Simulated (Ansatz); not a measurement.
The cluster PdI₂ was relaxed with r2SCAN-D4 (def2-TZVP) in Ansatz in these states: neutral quintet, neutral triplet. The geometries follow in no particular order.

In the def2 sets I, Pd take a core potential; there is no spin–orbit coupling.

A:

Cartesian coordinates in Å:
```
Pd 0.7732 0.1199 0.9454
I -0.5228 -1.9186 -0.1255
I -0.2504 1.7986 -0.8199
```

B:

Cartesian coordinates in Å:
```
Pd 0.000 0.000 0.000
I 2.230 0.319 1.046
I -2.230 -0.319 -1.046
```

Question: Judge from the bond lengths which geometry belongs to which state (an estimate).

Answer: A is the neutral quintet (Pd1–I3 2.642 Å, Pd1–I2 2.642 Å); B is the neutral triplet (Pd1–I3 2.484 Å, Pd1–I2 2.484 Å).

At PBE0-D4/def2-TZVP a triplet lies 3.63 eV below the neutral quintet. These are the stationary points nearest to one start from a short search; other shapes may lie lower in each state.
